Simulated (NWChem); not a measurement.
C$_{3}$H$_{5}$Br; SMILES CC(Br)=C

```xyz
9

C      1.3099    -1.5286     0.0000
C      0.1130    -0.9438     0.0000
C     -1.2111    -1.6282     0.0000
Br     0.0004     0.9567     0.0000
H      2.2390    -0.9569     0.0000
H      1.3736    -2.6205     0.0000
H     -1.8000    -1.3434     0.8859
H     -1.0766    -2.7196     0.0000
H     -1.8000    -1.3434    -0.8859
```
Atoms are numbered in this order, from 1.

STO-3G and 3-21G are far too small for this property and stand as cheap habits. Structure relaxed at the PBE0/def2-SVP level.

Spin-orbit effects, on the heavy nuclei and on their neighbours, are missing.

### Question
Give the principal values of the shielding tensors (ppm) of C1, C2, C3, Br4 from Hartree-Fock/STO-3G, GIAO (NWChem), with their diamagnetic and paramagnetic parts as GIAO splits them.

### Answer
```json
[
 {"atom": "C1", "σ11": "18.3", "σ22": "160.0", "σ33": "210.7", "isotropic": "129.7", "diamagnetic": "254.0", "paramagnetic": "-124.4"},
 {"atom": "C2", "σ11": "14.9", "σ22": "124.9", "σ33": "194.7", "isotropic": "111.5", "diamagnetic": "255.4", "paramagnetic": "-143.9"},
 {"atom": "C3", "σ11": "207.5", "σ22": "209.6", "σ33": "236.8", "isotropic": "218.0", "diamagnetic": "246.5", "paramagnetic": "-28.5"},
 {"atom": "Br4", "σ11": "2564.8", "σ22": "2692.1", "σ33": "3026.6", "isotropic": "2761.1", "diamagnetic": "3097.1", "paramagnetic": "-335.9"}
]
```
